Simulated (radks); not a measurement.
Values are calculated unless marked as measured or tabulated.
Ionisation of the lutetium ion Lu22+, [Kr] 4d10 4f3, to Lu23+, [Kr] 4d10 4f2, under several functionals. Non-relativistic Kohn-Sham, spin-polarised, spherical densities, point nucleus; open shells are filled with parallel spins first (spin-orbit coupling, left out, can overturn this in heavy ions); a radial shooting solver on a logarithmic mesh with Libxc functionals.

TPSS: E(Lu22+) (hartree) -13660.7420; Exc (hartree) -261.1770; IE (eV) 630.47; -e(HOMO) (eV) 608.41; <r> HOMO (bohr) 0.4884; IE error (eV) +0.5
r2SCAN: E(Lu22+) (hartree) -13661.2525; Exc (hartree) -261.7190; IE (eV) 630.52; -e(HOMO) (eV) 608.64; <r> HOMO (bohr) 0.4884; IE error (eV) +0.5
PW91: E(Lu22+) (hartree) -13661.9616; Exc (hartree) -262.4157; IE (eV) 631.18; -e(HOMO) (eV) 609.07; <r> HOMO (bohr) 0.4883; IE error (eV) +1.2
OLYP: E(Lu22+) (hartree) -13665.6727; Exc (hartree) -266.2590; IE (eV) 633.04; -e(HOMO) (eV) 610.92; <r> HOMO (bohr) 0.4871; IE error (eV) +3.0
AM05: E(Lu22+) (hartree) -13653.3804; Exc (hartree) -253.7669; IE (eV) 631.12; -e(HOMO) (eV) 608.99; <r> HOMO (bohr) 0.4878; IE error (eV) +1.1
revPBE: E(Lu22+) (hartree) -13661.0163; Exc (hartree) -261.4676; IE (eV) 630.93; -e(HOMO) (eV) 608.82; <r> HOMO (bohr) 0.4882; IE error (eV) +0.9
BP86: E(Lu22+) (hartree) -13662.2926; Exc (hartree) -262.7572; IE (eV) 631.04; -e(HOMO) (eV) 608.92; <r> HOMO (bohr) 0.4880; IE error (eV) +1.0
TASK exchange with Perdew-Wang LDA correlation: E(Lu22+) (hartree) -13659.2157; Exc (hartree) -259.6912; IE (eV) 630.67; -e(HOMO) (eV) 608.86; <r> HOMO (bohr) 0.4861; IE error (eV) +0.7
Tao-Mo meta-GGA: E(Lu22+) (hartree) -13659.4510; Exc (hartree) -259.8808; IE (eV) 630.29; -e(HOMO) (eV) 608.25; <r> HOMO (bohr) 0.4880; IE error (eV) +0.3
B86b exchange with PBE correlation: E(Lu22+) (hartree) -13661.6436; Exc (hartree) -262.0953; IE (eV) 631.04; -e(HOMO) (eV) 608.93; <r> HOMO (bohr) 0.4883; IE error (eV) +1.0
exchange-only LDA: E(Lu22+) (hartree) -13647.2901; Exc (hartree) -247.6310; IE (eV) 628.86; -e(HOMO) (eV) 606.77; <r> HOMO (bohr) 0.4883; IE error (eV) -1.1

NIST Atomic Spectra Database: 630 eV (theoretical). Closest: Tao-Mo meta-GGA. The Delta-SCF values span 4.18 eV, the total energies 18.38 hartree. The highest occupied level is 4f. Relativity is left out here, which matters for elements this heavy. Open shells are spherical and high-spin; term and fine-structure splittings are not resolved.
